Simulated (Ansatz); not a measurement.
One change: `CCCCCS` becomes `C=CCCCCCC`.

Ansatz, PBE0-D4/def2-TZVP geometries, multiplicity 1. Each molecule was computed in one conformer, which needn't be the lowest.

| property | `CCCCCS` |
| --- | --- |
| HOMO–LUMO gap (PBE0/def2-TZVPP) / eV | 7.29 |
| LUMO energy (ωB97M-V/def2-TZVPP) / eV | 2.23 |
| HOMO energy (ωB97M-V/def2-TZVPP) / eV | -8.98 |
| size of the dipole moment (PBE/def2-TZVPP) / D | 1.55 |
| HOMO energy (PBE0/def2-TZVPP) / eV | -6.73 |
| vertical ionisation energy (CCSD(T)/CBS(def2)) / eV | 9.25 |

Question: What does the change do to each property? (Estimate.)

Answer: Ansatz gave: 
| property | `C=CCCCCCC` | shift |
| --- | --- | --- |
| HOMO–LUMO gap (PBE0/def2-TZVPP) / eV | 7.70 | 0.41 |
| LUMO energy (ωB97M-V/def2-TZVPP) / eV | 2.39 | 0.16 |
| HOMO energy (ωB97M-V/def2-TZVPP) / eV | -9.60 | -0.62 |
| size of the dipole moment (PBE/def2-TZVPP) / D | 0.48 | -1.07 |
| HOMO energy (PBE0/def2-TZVPP) / eV | -7.33 | -0.60 |
| vertical ionisation energy (CCSD(T)/CBS(def2)) / eV | 9.82 | 0.57 |

With PBE0 the HOMO falls by 0.60 eV and the LUMO falls by 0.19 eV, so the gap widens by about 0.41 eV. PBE moves the HOMO by -0.72 eV and ωB97M-V by -0.62 eV. Dipoles are sizes alone; their direction can turn.
